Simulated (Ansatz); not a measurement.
The cluster K₆⁻, relaxed as a doublet with UKS r2SCAN/def2-SVPD in Ansatz, starting from the GFN2-xTB geometry. Force threshold 0.02 eV/Å.

The charge -1 doublet is spin-contaminated (final ⟨S²⟩ up to 1.37, 0.75 for a pure state). The relaxation made no stability test and no search for a lower SCF solution. Another isomer (doublet) lies 0.03 eV lower at PBE0/def2-TZVPD; other spin states weren't run for this one.

Start:

```xyz
6

K    -1.316   -0.154    2.547
K    -3.886    0.730   -1.471
K    -0.632   -3.713   -1.278
K     3.864   -1.107    0.223
K    -0.024    0.670   -1.860
K     1.994    3.572    1.840
```

Estimate the energy that the relaxation releases and the steps that it takes.

27.9 kJ/mol, in 7 steps; 85 s on 4 threads of AMD EPYC 7B13 on a shared host. The force fell under the threshold at step 6, but the optimiser went on. No frequencies were taken in this run, so the end may be a saddle point.

Does the start keep its bonding?

Bonds formed: K1–K3, K1–K4, K2–K3, K3–K4, K4–K6 (atoms count from 1). Metal–metal contacts that move far: K5–K6 5.12 to 4.49 Å, K1–K6 5.03 to 4.48 Å.

Predict the relaxed structure.


Cartesian coordinates in Å:
```
K -0.967 -0.221 2.253
K -3.840 0.322 -1.077
K -0.568 -3.181 -1.154
K 3.185 -1.287 0.580
K 0.384 1.134 -2.153
K 1.807 3.233 1.552
```
Bond lengths (bridged metal pairs left out): 12 × K–K 4.43 to 4.82 Å.
